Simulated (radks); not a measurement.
Numerical settings for the vanadium ion V3+, [Ar] 3d2. Method: non-relativistic Kohn-Sham, PBE, spin-polarised, spherical densities, point nucleus; open shells are filled with parallel spins first; computed with a radial shooting solver on a logarithmic mesh with Libxc functionals. The defaults (mesh step 0.008 in ln r, mesh end at 40 bohr or more with all orbitals vanishing there, Anderson mixing 0.5 over 9 steps, residual threshold near 1e-9 with the energy settled to 1e-9 hartree or 1e-11 of itself, here a cap of 57 iterations) give E = -941.7509 hartree and 3d at -38.072 eV in 14 iterations. Run on one thread of a shared host, so times are rough (Arm Neoverse V1): 0.12 s of CPU time, 0.12 s wall, 14 iterations on 2476 mesh points. Changes against that run (0 stands for a change within the tolerance of the run):

setting	iterations	converged	E (mhartree)	e(3d) (meV)	CPU (s)
mesh step in ln r 0.02	14	yes	0	0	0.06
mesh step in ln r 0.12	2	no	diverged	-	0.01
mesh step in ln r 0.08	2	no	diverged	-	0.01
mesh end (bohr) 12	14	yes	0	0	0.11
mesh end (bohr) 2	14	yes	+1.63e+03	+1.78e+04	0.1
residual threshold 0.001	9	yes	0	-0.032	0.09
residual threshold 1e-16	57	no	0	0	0.28
mixing 1	12	yes	0	0	0.1
linear mixing, mixing 0.2	57	no	0	-0.044	0.37
linear mixing, mixing 1	57	no	0	0	0.38
mixing history 2	19	yes	0	0	0.14
iteration cap 2	2	no	+691	-2.78e+04	0.02

Settings that end as converged yet miss the energy by more than 1 mhartree: mesh end (bohr) 2 (+1.63 hartree). A mesh that ends early acts as a hard wall.
